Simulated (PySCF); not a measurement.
**Correlation energy of Cr²⁺ (chromium, charge +2)**

[Ar] 3d3 4s1, high-spin 5F determinant (an excited configuration). Computed with PySCF 2.14 in ANO-RCC-VTZP, with scalar relativity by spin-free X2C-1e. Frozen: [Ne]; 12 electrons correlated.

| level | correlation energy (mhartree) |
| --- | --- |
| CCSD | -358.23 |
| (T) | -6.59 |
| CCSD(T) | -364.82 |

Diagnostics: T1 = 0.0057, D1 = 0.0201, largest double amplitude 0.035.

Q: Is a single reference adequate?

A: Yes: T1 lies below 0.03 and no double amplitude reaches 0.07.
